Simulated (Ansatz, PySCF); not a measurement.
Molecule: isocyanic acid, CHNO (charge 0, singlet). SMILES: C(=O)=N
Geometry: optimised at B3LYP-D3(BJ)/def2-TZVP (Ansatz, a first-principles code).

Wanted: atomisation energy (electronic, to ground-state atoms), in kcal/mol. Valence correlation only, unless marked. UHF or UKS for open shells. Spin-orbit coupling is left out. No relativistic terms. The coupled-cluster limit lacks core correlation, which all-electron functionals hold. Basis-set limits of correlation are two-point, X^-3; Hartree-Fock from the larger set.

```
level                                program  atomisation energy (kcal/mol)
----------------------------  --------------  -----------------------------
revPBE-D3(BJ)/def2-TZVPD      Ansatz + dftd3                              ?
M06-2X/def2-TZVPD                      PySCF                              ?
wB97X/def2-TZVPD                      Ansatz                          434.9
CCSD(T)/CBS(cc-pVTZ,cc-pVQZ)          Ansatz                          432.3
```

Fill in the missing entries.


- revPBE-D3(BJ)/def2-TZVPD, atomisation energy (kcal/mol): 446.8
- M06-2X/def2-TZVPD, atomisation energy (kcal/mol): 435.6
